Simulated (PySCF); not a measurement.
C7H11BO.
Bonds: C1–C2 (double), C2–C3, C3–C4 (triple), C4–C5, C2–C6, C6–B7, B7–O8, O8–C9. Hydrogens: H10, H11 on C1; H12, H13, H14 on C5; H15, H16 on C6; H17 on B7; H18, H19, H20 on C9.

Theory: PBE0-D3(BJ)/def2-SVP geometry optimisation, gas phase (PySCF 2.14.0).

Task: What internal coordinates does the optimisation give?

Result: 
```json
{"bond": "C1=C2", "length (Å)": "1.346"}
{"bond": "C2–C3", "length (Å)": "1.432"}
{"bond": "C3≡C4", "length (Å)": "1.215"}
{"bond": "C4–C5", "length (Å)": "1.452"}
{"bond": "C2–C6", "length (Å)": "1.510"}
{"bond": "C6–B7", "length (Å)": "1.577"}
{"bond": "B7–O8", "length (Å)": "1.345"}
{"bond": "O8–C9", "length (Å)": "1.404"}
{"bond": "C1–H10", "length (Å)": "1.092"}
{"bond": "C1–H11", "length (Å)": "1.093"}
{"bond": "C5–H12, C5–H13, C5–H14", "length (Å)": "1.102"}
{"bond": "C6–H15, C6–H16", "length (Å)": "1.103"}
{"bond": "B7–H17", "length (Å)": "1.216"}
{"bond": "C9–H18, C9–H19, C9–H20", "length (Å)": "1.101"}
```

Bonds in one row agree within 0.01 Å and their mean is given. A selection of angles:
```json
{"angle": "C1–C2–C3", "degrees": "120.9"}
{"angle": "C1–C2–C6", "degrees": "122.5"}
{"angle": "C3–C2–C6", "degrees": "116.6"}
{"angle": "C2–C3–C4", "degrees": "177.4"}
{"angle": "C3–C4–C5", "degrees": "179.2"}
{"angle": "C2–C6–B7", "degrees": "111.7"}
{"angle": "C6–B7–O8", "degrees": "118.6"}
{"angle": "B7–O8–C9", "degrees": "123.1"}
```

Dihedral angles: C1–C2–C6–B7 106° (anticlinal); C2–C6–B7–O8 -132° (anticlinal); C6–B7–O8–C9 180° (antiperiplanar). The mirror-image conformer, all signs reversed, is as good.

Of the pairs four or more bonds apart, H17···H18 is among the closest relative to their van der Waals radii: 2.31 Å, 96 % of the sum of Bondi's values. B7 (three-coordinate boron) is planar (angles 122.0°, 119.4° and 118.6°, sum 360.0°, 0.00 Å off the plane of its three neighbours). The C–C distances run from 1.215 Å (C3≡C4, drawn triple) to 1.510 Å (C2–C6, drawn single), a spread of 0.295 Å.

Point group: C1 (no symmetry element, even within 0.4 Å). PBE0-D3(BJ)/def2-SVP frequencies: not computed here. The numbers are those of one conformer.
